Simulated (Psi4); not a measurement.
Cl₂Si (SMILES Cl[Si]Cl), singlet, at a GFN2-xTB geometry; REVPBE/6-31G* (Psi4).

Here is a job for Psi4.
```
memory 2 GB

molecule {
0 1
  Si    0.00085030    0.00527408    0.92381323
  Cl    1.01602194    1.21319412   -0.38826774
  Cl   -1.01672219   -1.21753748   -0.37251962
}

set basis 6-31g*
set scf_type pk
set puream true
set d_convergence 1e-8
set dft_radial_points 99
set dft_spherical_points 590

energy('revpbe')
print_variables()
```

Problem. Write the output that Psi4 gives for this input, abridged.

Solution. 
```
   => Loading Basis Set <=

    Name: 6-31G*
    Role: ORBITAL
    Keyword: BASIS

         ---------------------------------------------------------
                                   SCF
               by Justin Turney, Rob Parrish, Andy Simmonett
                          and Daniel G. A. Smith
                              RKS Reference
         ---------------------------------------------------------

  ==> Geometry <==

    Molecular point group: c2v
    Full point group: C2v

    Geometry (in Angstrom), charge = 0, multiplicity = 1:

       Center              X                  Y                   Z               Mass
    ------------   -----------------  -----------------  -----------------  -----------------
         SI           0.000000000000     0.000000000000     0.931574392100    27.976926534650
         CL          -0.000000000000     1.584357347047    -0.372654324212    34.968852682000
         CL           0.000000000000    -1.584357347047    -0.372654324212    34.968852682000

  Running in c2v symmetry.

  Rotational constants: A =      0.49594  B =      0.09602  C =      0.08045 [cm^-1]
  Rotational constants: A =  14867.77215  B =   2878.72073  C =   2411.75337 [MHz]
  Nuclear repulsion =  171.008537586868329

  Charge       = 0
  Multiplicity = 1
  Electrons    = 48
  Nalpha       = 24
  Nbeta        = 24

  ==> Algorithm <==

  SCF Algorithm Type is PK.
  DIIS enabled.
  MOM disabled.
  Fractional occupation disabled.
  Guess Type is SAD.
  Energy threshold   = 1.00e-06
  Density threshold  = 1.00e-08
  Integral threshold = 1.00e-12

  ==> Primary Basis <==

  Basis Set: 6-31G*
    Blend: 6-31G*
    Number of shells: 24
    Number of basis functions: 54
    Number of Cartesian functions: 57
    Spherical Harmonics?: true
    Max angular momentum: 2

  ==> DFT Potential <==

   => LibXC <=

    Version 7.1.2
    S. Lehtola, C. Steigemann, M. J. T. Oliveira, and M. A. L. Marques,  SoftwareX 7, 1–5 (2018) (10.1016/j.softx.2017.11.002)

   => Composite Functional: REVPBE <=

    revPBE GGA Exchange-Correlation Functional

    Y. Zhang and W. Yang, Phys. Rev. Lett. 80, 890, 1998

    Deriv               =              1
    GGA                 =           TRUE
    Meta                =          FALSE

    Exchange Hybrid     =          FALSE
    MP2 Hybrid          =          FALSE

   => Exchange Functionals <=

    1.0000   XC_GGA_X_PBE_R

   => Correlation Functionals <=

    1.0000     XC_GGA_C_PBE

   => LibXC Density Thresholds  <==

    XC_GGA_C_PBE:  1.00E-12
    XC_GGA_X_PBE_R:  1.00E-15

   => Molecular Quadrature <=

    Radial Scheme          =       TREUTLER
    Pruning Scheme         =           NONE
    Nuclear Scheme         =       TREUTLER

    Blocking Scheme        =         OCTREE
    BS radius alpha        =              1
    Pruning alpha          =              1
    Radial Points          =             99
    Spherical Points       =            590
    Total Points           =         163259
    Total Blocks           =           1303
    Max Points             =            256
    Max Functions          =             52
    Weights Tolerance      =       1.00E-15

  ==> Integral Setup <==

  Using in-core PK algorithm.
   Calculation information:
      Number of atoms:                   3
      Number of AO shells:              24
      Number of primitives:             81
      Number of atomic orbitals:        57
      Number of basis functions:        54

      Integral cutoff                 1.00e-12
      Number of threads:                 1

  Performing in-core PK
  Using 2206710 doubles for integral storage.
  We computed 40169 shell quartets total.
  Whereas there are 45150 unique shell quartets.

  ==> DiskJK: Disk-Based J/K Matrices <==

    J tasked:                  Yes
    K tasked:                   No
    wK tasked:                  No
    Schwarz Cutoff:          1E-12

  Minimum eigenvalue in the overlap matrix is 2.0024866410E-02.
  Reciprocal condition number of the overlap matrix is 5.9832172278E-03.
    Using symmetric orthogonalization.

  ==> Pre-Iterations <==

  SCF Guess: Superposition of Atomic Densities via on-the-fly atomic UHF (no occupation information).

   -------------------------
    Irrep   Nso     Nmo
   -------------------------
     A1        22      22
     A2         6       6
     B1         9       9
     B2        17      17
   -------------------------
    Total      54      54
   -------------------------

  ==> Iterations <==

                        Total Energy        Delta E     RMS |[F,P]|

   @RKS iter SAD: -1209.56166883864034   -1.20956e+03   0.00000e+00
   @RKS iter   1: -1209.61733598176397   -5.56671e-02   9.05165e-03 DIIS/ADIIS
   @RKS iter   2: -1209.61159884299195    5.73714e-03   9.77545e-03 DIIS/ADIIS
   @RKS iter   3: -1209.66106377692472   -4.94649e-02   2.22210e-03 DIIS/ADIIS
   @RKS iter   4: -1209.66450851167656   -3.44473e-03   4.44732e-04 DIIS/ADIIS
   @RKS iter   5: -1209.66461478936935   -1.06278e-04   5.19442e-05 DIIS
   @RKS iter   6: -1209.66461658331627   -1.79395e-06   1.22046e-05 DIIS
   @RKS iter   7: -1209.66461665667634   -7.33601e-08   8.05190e-07 DIIS
   @RKS iter   8: -1209.66461665718884   -5.12500e-10   7.30762e-08 DIIS
   @RKS iter   9: -1209.66461665719407   -5.22959e-12   6.99070e-09 DIIS
  Energy and wave function converged.

  ==> Post-Iterations <==

   Electrons on quadrature grid:
      Ntotal   =   47.9999987763 ; deviation = -1.224e-06

    Orbital Energies [Eh]
    ---------------------

    Doubly Occupied:

[...]
    Virtual:

[...]
    Final Occupation by Irrep:
             A1    A2    B1    B2
    DOCC [    11,    2,    3,    8 ]
    NA   [    11,    2,    3,    8 ]
    NB   [    11,    2,    3,    8 ]

  @RKS Final Energy: -1209.66461665719407

   => Energetics <=

    Nuclear Repulsion Energy =            171.0085375868683286
    One-Electron Energy =               -2012.5937004672136936
    Two-Electron Energy =                 709.1338071689765457
    DFT Exchange-Correlation Energy =     -77.2132609458253398
    Empirical Dispersion Energy =           0.0000000000000000
    VV10 Nonlocal Energy =                  0.0000000000000000
    Total Energy =                      -1209.6646166571940739

Computation Completed

Properties will be evaluated at   0.000000,   0.000000,   0.000000 [a0]

Properties computed using the SCF density matrix

 Multipole Moments:

 ------------------------------------------------------------------------------------
     Multipole            Electronic (a.u.)      Nuclear  (a.u.)        Total (a.u.)
 ------------------------------------------------------------------------------------

 L = 1.  Multiply by 2.5417464519 to convert [e a0] to [Debye]
 Dipole X            :          0.0000000            0.0000000            0.0000000
 Dipole Y            :          0.0000000            0.0000000            0.0000000
 Dipole Z            :         -0.3908361            0.7025897            0.3117536
 Magnitude           :                                                    0.3117536

 ------------------------------------------------------------------------------------

  Variable Map:
  ----------------------------------------------------------------------------
[...]
  Array Variable Map:
  ----------------------------------------------------------------------------
[...]
[...]
```
